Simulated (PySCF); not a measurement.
PySCF 2.14 output of a UHF calculation on a single atom or ion in aug-cc-pVTZ-DK, with scalar relativity by spin-free X2C-1e:

```
SCF conv_tol = 1e-09
number electrons alpha = 14  beta = 9
cycle= 1 E= -948.127751259398  delta_E= -0.00388  |g|= 0.0222  |ddm|= 0.0369
cycle= 2 E= -948.127875061058  delta_E= -0.000124  |g|= 0.00477  |ddm|= 0.01
cycle= 3 E= -948.127882367002  delta_E= -7.31e-06  |g|= 0.000932  |ddm|= 0.0127
cycle= 4 E= -948.127882770436  delta_E= -4.03e-07  |g|= 0.000364  |ddm|= 0.00526
cycle= 5 E= -948.127882901371  delta_E= -1.31e-07  |g|= 9.06e-05  |ddm|= 0.00193
cycle= 6 E= -948.127882927284  delta_E= -2.59e-08  |g|= 1.9e-05  |ddm|= 0.000854
cycle= 7 E= -948.127882928173  delta_E= -8.89e-10  |g|= 3.43e-06  |ddm|= 0.000185
converged SCF energy = -948.127882928173  <S^2> = 8.7512222  2S+1 = 6.0004074
```

The run itself started from symmetry-adapted Hartree-Fock orbitals and held the occupation by maximum overlap, so the iterations belong to that start.

Which element, charge and spin multiplicity is this?

V (vanadium, neutral), multiplicity 6; the state was [Ar] 3d4 4s1, high-spin 6D determinant (an excited configuration).
